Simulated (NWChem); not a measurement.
The numbers come from NWChem runs, not from measurements. System: CF2, charge 0, spin multiplicity 1, at a geometry optimised with B3LYP/def2-SVP. The structure started from a generated list of species. Level: RHF/def2-TZVP.

Job file:

```
start mol
memory heap 200 mb stack 900 mb global 1100 mb
geometry units angstroms nocenter noautoz
  F      1.029081     0.000000    -0.198010
  C      0.000000     0.000000     0.594031
  F     -1.029081     0.000000    -0.198010
  symmetry group C2v
end
basis spherical
  * library def2-tzvp
end
scf
  rhf
  nopen 0
  maxiter 100
  thresh 1e-7
  semidirect memsize 60000000 filesize 0
end
task scf energy
```

Part of the output:

```
             Northwest Computational Chemistry Package (NWChem) 7.3.0
             --------------------------------------------------------

                                NWChem Input Module
                                -------------------

 Scaling coordinates for geometry "geometry" by  1.889725989
 (inverse scale =  0.529177249)

 Turning off AUTOSYM since
 SYMMETRY directive was detected!

                             Geometry "geometry" -> ""
                             -------------------------

 Output coordinates in angstroms (scale by  1.889725989 to convert to a.u.)

  No.       Tag          Charge          X              Y              Z
 ---- ---------------- ---------- -------------- -------------- --------------
    1 F                    9.0000     1.02908100     0.00000000    -0.19801000
    2 C                    6.0000     0.00000000     0.00000000     0.59403100
    3 F                    9.0000    -1.02908100     0.00000000    -0.19801000

 Effective nuclear repulsion energy (a.u.)      64.8361796702

            Nuclear Dipole moment (a.u.)
            ----------------------------
        X                 Y               Z
 ---------------- ---------------- ----------------
     0.0000000000     0.0000000000     0.0000113384

      Symmetry information
      --------------------

 Group name             C2v
 Group number             16
 Group order               4
 No. of unique centers     2

      Symmetry unique atoms

     1    2


 Summary of "ao basis" -> "" (spherical)
 ------------------------------------------------------------------------------
       Tag                 Description            Shells   Functions and Types
 ---------------- ------------------------------  ------  ---------------------
 *                         def2-tzvp                  on all atoms

 Summary of "ao basis" -> "ao basis" (spherical)
 ------------------------------------------------------------------------------
       Tag                 Description            Shells   Functions and Types
 ---------------- ------------------------------  ------  ---------------------
 F                         def2-tzvp                11       31   5s3p2d1f
 C                         def2-tzvp                11       31   5s3p2d1f

                                 NWChem SCF Module
                                 -----------------

  ao basis        = "ao basis"
  functions       =    93
  atoms           =     3
  closed shells   =    12
  open shells     =     0
  charge          =   0.00
  wavefunction    = RHF
  use symmetry    = T
  symmetry adapt  = T

 Summary of "ao basis" -> "ao basis" (spherical)
 ------------------------------------------------------------------------------
       Tag                 Description            Shells   Functions and Types
 ---------------- ------------------------------  ------  ---------------------
 F                         def2-tzvp                11       31   5s3p2d1f
 C                         def2-tzvp                11       31   5s3p2d1f

      Symmetry analysis of basis
      --------------------------

        a1         35
        a2         13
        b1         28
        b2         17

 Forming initial guess at       0.0s

      Superposition of Atomic Density Guess
      -------------------------------------

 Sum of atomic energies:        -236.50748494

      Non-variational initial energy
      ------------------------------

 Total energy =    -237.068728
 1-e energy   =    -457.676960
[...]
                 5     -236.7681956476  4.92D-09  1.53D-09      0.7

       Final RHF  results
       ------------------

         Total SCF energy =   -236.768195647620
      One-electron energy =   -457.450029331453
      Two-electron energy =    155.845654013612
 Nuclear repulsion energy =     64.836179670221

        Time for solution =      0.4s

       Symmetry analysis of molecular orbitals - final
       -----------------------------------------------

  Numbering of irreducible representations:

     1 a1          2 a2          3 b1          4 b2

  Orbital symmetries:

     1 b1          2 a1          3 a1          4 a1          5 b1
     6 a1          7 b1          8 a1          9 b2         10 a2
    11 b1         12 a1         13 b2         14 a1         15 b1
    16 a1         17 b2         18 a1         19 b1         20 b1
    21 a1         22 a1

             Final eigenvalues
             -----------------

              1
    1  -26.3778
    2  -26.3777
    3  -11.4583
    4   -1.7520
    5   -1.6694
    6   -0.9646
    7   -0.8286
    8   -0.8019
    9   -0.7815
   10   -0.7020
   11   -0.6883
   12   -0.4773
   13    0.0839
   14    0.2242
   15    0.2316
   16    0.2895
   17    0.3318
   18    0.5179
   19    0.5199
   20    0.6164
   21    0.6314
   22    0.7092

                       ROHF Final Molecular Orbital Analysis
                       -------------------------------------

 Vector   10  Occ=2.000000D+00  E=-7.019712D-01  Symmetry=a2
              MO Center=  1.4D-15, -2.9D-16, -1.8D-01, r^2= 1.5D+00
   Bfn.  Coefficient  Atom+Function         Bfn.  Coefficient  Atom+Function
  ----- ------------  ---------------      ----- ------------  ---------------
     7      0.353080  1 F  py                69     -0.353080  3 F  py
    10      0.312642  1 F  py                72     -0.312642  3 F  py
    13      0.176909  1 F  py                75     -0.176909  3 F  py

 Vector   11  Occ=2.000000D+00  E=-6.883235D-01  Symmetry=b1
              MO Center=  6.5D-15,  1.5D-16, -1.6D-01, r^2= 1.5D+00
   Bfn.  Coefficient  Atom+Function         Bfn.  Coefficient  Atom+Function
  ----- ------------  ---------------      ----- ------------  ---------------
     6      0.310435  1 F  px                68      0.310435  3 F  px
     9      0.276677  1 F  px                71      0.276677  3 F  px
     8      0.197911  1 F  pz                70     -0.197911  3 F  pz
    11      0.172963  1 F  pz                73     -0.172963  3 F  pz
    12      0.150509  1 F  px                74      0.150509  3 F  px

 Vector   12  Occ=2.000000D+00  E=-4.772533D-01  Symmetry=a1
              MO Center= -1.9D-16, -7.7D-18,  8.0D-01, r^2= 1.2D+00
   Bfn.  Coefficient  Atom+Function         Bfn.  Coefficient  Atom+Function
  ----- ------------  ---------------      ----- ------------  ---------------
    35      0.429608  2 C  s                 39      0.318030  2 C  pz
    36      0.294375  2 C  s                 42      0.253055  2 C  pz
    34      0.234607  2 C  s                  8     -0.185132  1 F  pz
    70     -0.185132  3 F  pz                11     -0.166758  1 F  pz
    73     -0.166758  3 F  pz

 Vector   13  Occ=0.000000D+00  E= 8.386935D-02  Symmetry=b2
              MO Center=  5.9D-16,  4.4D-17,  6.2D-01, r^2= 1.9D+00
   Bfn.  Coefficient  Atom+Function         Bfn.  Coefficient  Atom+Function
  ----- ------------  ---------------      ----- ------------  ---------------
    44      0.668249  2 C  py                41      0.372575  2 C  py
    38      0.359377  2 C  py                13     -0.256305  1 F  py
    75     -0.256305  3 F  py                 7     -0.166331  1 F  py
    69     -0.166331  3 F  py

 Vector   14  Occ=0.000000D+00  E= 2.241848D-01  Symmetry=a1
              MO Center= -1.5D-15, -1.0D-17, -3.0D-01, r^2= 4.1D+00
   Bfn.  Coefficient  Atom+Function         Bfn.  Coefficient  Atom+Function
  ----- ------------  ---------------      ----- ------------  ---------------
    36      2.476548  2 C  s                  5     -1.513544  1 F  s
    67     -1.513544  3 F  s                 45     -1.309501  2 C  pz
    42     -0.469860  2 C  pz                12      0.457033  1 F  px
    74     -0.457033  3 F  px

 Vector   15  Occ=0.000000D+00  E= 2.316017D-01  Symmetry=b1
              MO Center= -3.2D-15,  4.0D-16,  9.2D-01, r^2= 4.5D+00
   Bfn.  Coefficient  Atom+Function         Bfn.  Coefficient  Atom+Function
  ----- ------------  ---------------      ----- ------------  ---------------
    43      1.684931  2 C  px                 5     -1.193302  1 F  s
    67      1.193302  3 F  s                 40      0.465932  2 C  px
    14     -0.382467  1 F  pz                76      0.382467  3 F  pz
    54      0.258540  2 C  d  1              12      0.183715  1 F  px
    74      0.183715  3 F  px

 center of mass
 --------------
 x =   0.00000000 y =   0.00000000 z =  -0.01494394

 moments of inertia (a.u.)
 ------------------
          20.430502982950           0.000000000000           0.000000000000
           0.000000000000         164.126216824584           0.000000000000
           0.000000000000           0.000000000000         143.695713841634

  Mulliken analysis of the total density
  --------------------------------------

    Atom       Charge   Shell Charges
 -----------   ------   -------------------------------------------------------
    1 F    9     9.18   0.77  1.20  0.60  1.02  0.31  2.24  2.27  0.75  0.00  0.02  0.00
    2 C    6     5.65   0.86  1.12  0.63  0.81  0.33  0.87  0.72  0.10  0.05  0.13  0.03
    3 F    9     9.18   0.77  1.20  0.60  1.02  0.31  2.24  2.27  0.75  0.00  0.02  0.00

       Multipole analysis of the density wrt the origin
       ------------------------------------------------

     L   x y z        total         open         nuclear
     -   - - -        -----         ----         -------
     0   0 0 0     -0.000000      0.000000     24.000000

     1   1 0 0     -0.000000      0.000000      0.000000
     1   0 1 0      0.000000      0.000000      0.000000
     1   0 0 1     -0.139638      0.000000      0.000011

     2   2 0 0    -12.093400      0.000000     68.072123
     2   1 1 0     -0.000000      0.000000      0.000000
     2   1 0 1     -0.000000      0.000000      0.000000
     2   0 2 0    -10.430493      0.000000      0.000000
     2   0 1 1      0.000000      0.000000      0.000000
     2   0 0 2    -12.762179      0.000000     10.081044

 Task  times  cpu:        0.7s     wall:        0.7s

 Total times  cpu:        0.7s     wall:        0.7s
```
